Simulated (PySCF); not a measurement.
```xyz
7
charge 0 multiplicity 6, angstrom
Ru    0.0000    0.0000    0.0000
O     1.9655    0.0486    0.0000
O    -1.0249    1.6778    0.0000
O    -0.9406   -1.7265    0.0000
H     2.4854   -0.7690    0.0000
H    -0.5767    2.5370    0.0000
H    -1.9087   -1.7679    0.0000
```

These are results of UB3LYP in PySCF with Ru def2-SVP with ECP28, O def2-SVP, H def2-SVP; scalar-relativistic core potentials, no spin–orbit coupling; density-fitted integrals, not measurements.

This geometry of Ru(OH)₃ is a stationary point at this level.

Problem. What is the point group?

Solution. C3h.

Problem. Is it a minimum?

Solution. Yes: all harmonic wavenumbers are real, though the softest, 40 cm⁻¹, leaves little margin.

Problem. What are the dipole moment and the gap between the highest occupied and lowest empty levels of either spin?

Solution. 0.00 D and 2.22 eV.

Problem. Give the atomic charges and bond orders.

Solution. 
```tsv
atom	Mulliken	Löwdin	polar tensor	spin (Mulliken)	Mayer order to Ru1
Ru1	0.73	0.24	1.25	3.85	–
O2,3,4	-0.44	-0.17	-0.69	0.37	1.14
H5,6,7	0.19	0.09	0.28	0.01	0.03
```
Other Mayer orders above 0.3: O–H 0.94 (×3).

Other isomers or separated fragments may lie lower. Other spin states or occupations of the open shell can lie lower. At this level a doublet minimum of C3v symmetry lies 124 kJ/mol below this structure.
